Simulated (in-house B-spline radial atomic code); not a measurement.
Results of a calculation; reference values are marked as such.
Ar ion on Ga atom: potential, deflection and energy transfer

The pair potential comes from two frozen, spherical free-atom densities (PBE, B-spline radial code, scalar-relativistic past argon): electrostatics plus the change in Thomas-Fermi kinetic and Dirac exchange energy where they overlap, the recipe behind the universal ZBL potential, which averages such potentials (from solid-state densities) over many pairs. It is written V = (Z1 Z2 e²/r) φ(r/a), with e² = 14.3996 eV·Å and a = 0.46850 Å/(Z1^0.23 + Z2^0.23); ZBL's fit is φ = 0.18175 e^(−3.1998x) + 0.50986 e^(−0.94229x) + 0.28022 e^(−0.4029x) + 0.02817 e^(−0.20162x). Where φ falls below 4e-4 it is continued as an exponential.

Masses 39.95 and 69.72 u.

| x = r/a | φ, this pair | φ, ZBL |
| --- | --- | --- |
| 0.1 | 0.8942 | 0.8928 |
| 0.5 | 0.6257 | 0.6096 |
| 1.5 | 0.3142 | 0.2995 |
| 3 | 0.1372 | 0.1292 |
| 5 | 0.05467 | 0.05224 |
| 8 | 0.01836 | 0.01705 |
| 12 | 0.00509 | 0.00474 |
| 17 | 0.001038 | 0.001212 |

(1) At x = 2 the electrostatic, kinetic and exchange parts are 4051.42, 4507.02 and -232.33 eV. Find r, V and φ.

(2) The ion comes in at 111.9 keV with impact parameter 0.2259 Å. The scattering integral gives a centre-of-mass angle of 10.36° and a closest approach of 2.113 a. What are the reduced energy, the energy passed on and the laboratory angles?

Results:

(1) a = 0.46850/(1.9441 + 2.2030) = 0.11297 Å, so r = 0.22594 Å. V = 4051.42 + 4507.02 + (-232.33) = 8326.11 eV. The bare repulsion is 18 × 31 × 14.3996/0.22594 = 35562 eV, so φ = 0.2341, +5.6 % against ZBL's 0.2218. The kinetic (Pauli) term is 54 % of V here.

(2) ε = E a M2/(Z1 Z2 e² (M1 + M2)) = 111900 × 8.9383e-06 = 1. The most that one collision can pass on is γE with γ = 4 M1 M2/(M1 + M2)² = 0.9263. Here T = γE sin²(θ/2) = 0.9263 × 111900 × 0.008154 = 845 eV. The ion turns by arctan(sin θ/(cos θ + M1/M2)) = 6.6°, and the struck atom leaves at (180° − θ)/2 = 84.8°. The closest approach is 0.239 Å. With ZBL the angle would be 9.88° and T = 768.2 eV.
